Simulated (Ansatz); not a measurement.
ClH₅OSiSn (`Cl[SiH2][O][SnH3]`), relaxed with RKS PBE-D4/def2-SVP in Ansatz 0.2.0 from a rough embedded geometry. The force threshold is 0.03 eV/Å; the program also tests the step.

Total charge 0; spin multiplicity 1. Sn: def2 effective core potential.

Start:

```xyz
9

Cl    2.446   -1.963    1.230
Si    1.113   -0.903    0.111
O     0.024   -0.125    1.161
Sn   -1.202    0.984    0.020
H     1.843    0.079   -0.686
H     0.377   -1.811   -0.762
H    -0.257    2.082   -0.968
H    -2.034   -0.160   -1.052
H    -2.311    1.816    0.945
```

| step | energy (eV) | largest force (eV/Å) | largest move (Å) |
| --- | --- | --- | --- |
| 1 | -28342.0671 | 1.373 | 0.000 |
| 2 | -28342.2432 | 1.105 | 0.179 |
| 3 | -28342.3125 | 0.726 | 0.093 |
| 4 | -28342.3832 | 0.152 | 0.200 |
| 5 | -28342.3901 | 0.234 | 0.093 |
| 6 | -28342.3929 | 0.050 | 0.061 |
| 7 | -28342.3934 | 0.011 | 0.025 |
| 8 | -28342.3937 | 0.037 | 0.031 |
| 9 (rejected) | -28342.3931 | 0.207 | 0.146 |
| 10 | -28342.3945 | 0.095 | 0.071 |
| 11 | -28342.3949 | 0.184 | 0.090 |
| 13 | -28342.4020 | 0.040 | 0.111 |
| 15 | -28342.4060 | 0.292 | 0.174 |
| 17 | -28342.4328 | 0.089 | 0.156 |
| 19 | -28342.4492 | 0.390 | 0.193 |
| 21 | -28342.4855 | 0.112 | 0.184 |
| 23 | -28342.4980 | 0.161 | 0.151 |
| 25 | -28342.5077 | 0.022 | 0.051 |
| 27 | -28342.5090 | 0.035 | 0.077 |
| 29 | -28342.5099 | 0.029 | 0.048 |
| 30 | -28342.5103 | 0.027 | 0.049 |

End:

```xyz
9

Cl    1.808   -0.223    1.605
Si    1.179   -1.135   -0.185
O    -0.351   -0.635   -0.546
Sn   -1.325    1.058    0.007
H     2.179   -0.731   -1.233
H     1.199   -2.620    0.033
H    -0.259    2.379   -0.303
H    -2.688    1.034   -1.046
H    -1.741    0.873    1.669
```

Run time 55 s (4 threads of an Arm Neoverse N1 on a shared host); peak host memory 0.16 GiB.
